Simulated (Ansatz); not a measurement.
Two isomers of CH7NOSn: A = `C[NH][SnH2][OH]`, B = `C[O][SnH2][NH2]`.

Gas-phase electronic energies from Ansatz, PBE0-D4/def2-TZVP geometries. CCSD(T)/CBS adds triple-zeta CCSD(T) − MP2 to the extrapolated MP2 energy (def2 sets, frozen cores). Functionals use def2-TZVPP. B3LYP here is the variant with VWN-RPA as its local correlation; programs differ in this. Elements past krypton have def2 core potentials. For Sn outer-core shells are correlated without core-valence functions, which leaves a few kJ/mol of doubt a bond. Each species was taken in one conformer, which may not be the lowest.

Which is lower in electronic energy at CCSD(T)/CBS, and by how much? (Best estimate.)

The calculation gave: A, by 16.0 kJ/mol.

Give E(B) − E(A) in kJ/mol with B2PLYP, HF/def2-TZVPP, CCSD/def2-TZVPP, B3LYP-D4, PBE0-D4, PBE-D4, MP2/def2-TZVPP. (Estimate.)

The calculation gave: B2PLYP 14.6, HF/def2-TZVPP 9.7, CCSD/def2-TZVPP 14.9, B3LYP-D4 13.2, PBE0-D4 15.6, PBE-D4 15.8, MP2/def2-TZVPP 18.6. None reverses the order clearly.

Largest T1 diagnostic: 0.013.

In def2-TZVPP, CCSD(T) changes the Hartree–Fock value by +5.6 kJ/mol (the triples alone add +0.4 kJ/mol) and MP2 by +9.0 kJ/mol.
